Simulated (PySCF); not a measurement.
# O+: excitation energy

O+ [He] 2s2 2p3 (4S) → O+ [He] 2s1 2p3 3s1 (6S), as a difference of total energies. All numbers are calculated (PySCF 2.14, the non-relativistic Hamiltonian (point nucleus), in dyall-av3z). Correlated levels: valence: 1s2 frozen; virtual orbitals above 40 to 60 times the deepest correlated orbital energy dropped. The calculations carry no spin-orbit coupling.

```tsv
method	excitation energy (eV)
UHF	28.096
MP2 (valence)	29.954
SCS-MP2 (valence)	30.422
CCSD (valence)	30.193
CCSD(T) (valence)	30.235
```

Problem. How much does correlation contribute at CCSD(T) (valence)?

Solution. 30.235 − (28.096) = 2.139 eV, measured against UHF.

The promoted electron is Rydberg-like, and one or two diffuse shells describe it only roughly, which tends to raise the upper state.
